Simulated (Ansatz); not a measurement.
F6Nb (SMILES [F][Nb-]([F])([F])([F])([F])[F]), charge -1, singlet, at a GFN2-xTB geometry (such geometries of metal compounds can be far from the true shape) (core potentials on Nb) (a gas-phase anion, which may not be bound at this level). Base run: PBE0/def2-SVP in Ansatz (a first-principles code).

Here is a job for Ansatz.
Ansatz 0.2 input:
```yaml
crystal:
  periodic: [false, false, false]
  atoms:
    - {symbol: Nb, position_ang: [0.00000000, 0.00000000, -0.00000000]}
    - {symbol: F, position_ang: [1.11527446, -0.47737769, -1.40718583]}
    - {symbol: F, position_ang: [-1.11527446, 0.47737769, 1.40718583]}
    - {symbol: F, position_ang: [-1.17152260, 0.79987238, -1.19984896]}
    - {symbol: F, position_ang: [-0.91410953, -1.60754884, -0.17913416]}
    - {symbol: F, position_ang: [0.91410953, 1.60754884, 0.17913416]}
    - {symbol: F, position_ang: [1.17152260, -0.79987238, 1.19984896]}
basis:
  gaussian:
    orbitals: def2-SVP
hamiltonian:
  xc: pbe0
total_charge: -1
```

The bond that is stretched is that between atoms 7 and 1. A test that says stable can miss a lower solution.

The base run was repeated with changes; each row names its change, and settings that it needs were set with it.

| change | ΔE vs base (eV) | <S^2> | stability test says |
|---|---|---|---|
| base | 0.00 | 0.000 | minimum (restricted orbitals) |
| spin_polarized = on; lower_state_search = off | 0.00 | 0.000 | undecided (no full test) |
| spin_polarized = on; lower_state_search = standard | 0.00 | 0.000 | minimum |
| bond × 1.25 | 1.01 | 0.000 | minimum (restricted orbitals) |
| spin_polarized = on; lower_state_search = off; bond × 1.25 | 1.01 | 0.000 | undecided (no full test) |
| spin_polarized = on; lower_state_search = standard; bond × 1.25 | 1.01 | 0.000 | minimum |
| bond × 1.5 | 2.66 | 0.000 | minimum (restricted orbitals) |
| spin_polarized = on; lower_state_search = off; bond × 1.5 | 2.66 | 0.000 | undecided (no full test) |
| spin_polarized = on; lower_state_search = standard; bond × 1.5 | 2.66 | 0.000 | minimum |
| bond × 1.8 | 4.14 | 0.000 | minimum (restricted orbitals) |
| spin_polarized = on; lower_state_search = off; bond × 1.8 | 4.14 | 0.000 | undecided (no full test) |
| spin_polarized = on; lower_state_search = standard; bond × 1.8 | 4.14 | 0.000 | minimum |
| bond × 2.2 | 5.25 | 0.000 | minimum (restricted orbitals) |
| spin_polarized = on; lower_state_search = off; bond × 2.2 | 5.25 | 0.000 | undecided (no full test) |
| spin_polarized = on; lower_state_search = standard; bond × 2.2 | 5.16 | 0.301 | minimum |
| bond × 3.0 | 6.01 | 0.000 | minimum (restricted orbitals) |
| spin_polarized = on; lower_state_search = off; bond × 3.0 | 5.60 | 0.467 | undecided (no full test) |
| spin_polarized = on; lower_state_search = standard; bond × 3.0 | 5.60 | 0.467 | minimum |

A gas-phase anion may not be bound at this level; its values then depend on the basis.

Where a bond breaks into two radicals, a solution with restricted orbitals usually stops being the lowest and lies too high; an unrestricted one lies lower at the price of spin contamination, which <S^2> shows.
